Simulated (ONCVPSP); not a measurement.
## Ir (Z = 77) ONCV: all-electron and pseudo phase curves

ONCVPSP 4.0.1 input, shortened (lines: element, Z, core and valence counts, functional; n l f; lmax; l rc ep ncon nbas qcut; lloc lpopt rc5 dvloc0; l nproj debl; icmod fcfact rcfact), PBE, scalar-relativistic:

```
  Ir 77.00   10    5        4      upf
    1    0    2.00
    2    0    2.00
    2    1    6.00
    3    0    2.00
    3    1    6.00
    3    2   10.00
    4    0    2.00
    4    1    6.00
    4    2   10.00
    4    3   14.00
    5    0    2.00
    5    1    6.00
    5    2    7.00
    6    0    1.75
    6    1    0.25
    2
    0    1.65    0.00    4    9    7.30
    1    1.50    0.00    4    8   10.10
    2    1.70    0.00    3    6    5.30
    4    5    0.95    0.00
    0    2    3.60
    1    2    3.80
    2    1    1.80
    3    5.75    1.80
```

The phase is arctan(r·R′/R) of the radial function R(r), unwrapped; energies in Ha, scanned from -5 to 5 Ha. A pole is an energy at which the radial function vanishes at the test radius. The pseudo phase is shifted by a multiple of π to meet the all-electron one at the reference energy, and phase errors are pseudo minus all-electron; the curves can meet again beyond the range given. Levels narrower than the energy grid can be missing from the lists of poles.

Question: For each channel, where are the poles, and over which energies does the pseudopotential scatter like the atom?

Answer:

| channel | radius (bohr) | reference energy (Ha) | poles, all-electron | poles, pseudo | unbroken range about the reference energy with phases within 0.05 rad | phase error 1 Ha above the reference energy (rad) |
| --- | --- | --- | --- | --- | --- | --- |
| s | 1.68 | -3.62 | -3.29 | -3.29 | the whole range | -0.000 |
| p | 1.52 | -2.03 | -0.84 | -0.84 | the whole range | -0.000 |
| d | 1.73 | -0.28 | 1.11 | 1.11 | below 3.3 | -0.001 |

Phases in the s channel:

```tsv
E (Ha)	all-electron	pseudo
-4.96	1.154	1.154
-4.72	1.081	1.080
-4.48	0.945	0.944
-4.24	0.617	0.616
-4.00	-0.321	-0.322
-3.76	-1.161	-1.161
-3.52	-1.448	-1.448
-3.28	-1.575	-1.575
-3.04	-1.649	-1.649
-2.80	-1.701	-1.701
-2.56	-1.742	-1.742
-2.32	-1.778	-1.778
-2.08	-1.812	-1.812
-1.84	-1.846	-1.847
-1.60	-1.882	-1.883
-1.36	-1.922	-1.923
-1.12	-1.968	-1.969
-0.88	-2.023	-2.024
-0.64	-2.091	-2.092
-0.40	-2.179	-2.179
-0.16	-2.295	-2.294
0.08	-2.453	-2.451
0.32	-2.670	-2.667
0.56	-2.956	-2.951
0.80	-3.287	-3.281
1.04	-3.602	-3.595
1.28	-3.854	-3.847
1.52	-4.039	-4.033
1.76	-4.172	-4.168
2.00	-4.271	-4.267
2.24	-4.345	-4.342
2.48	-4.403	-4.400
2.72	-4.449	-4.447
2.96	-4.487	-4.485
3.20	-4.519	-4.516
3.44	-4.546	-4.544
3.68	-4.569	-4.567
3.92	-4.590	-4.588
4.16	-4.608	-4.606
4.40	-4.624	-4.622
4.64	-4.638	-4.637
4.88	-4.652	-4.651
```
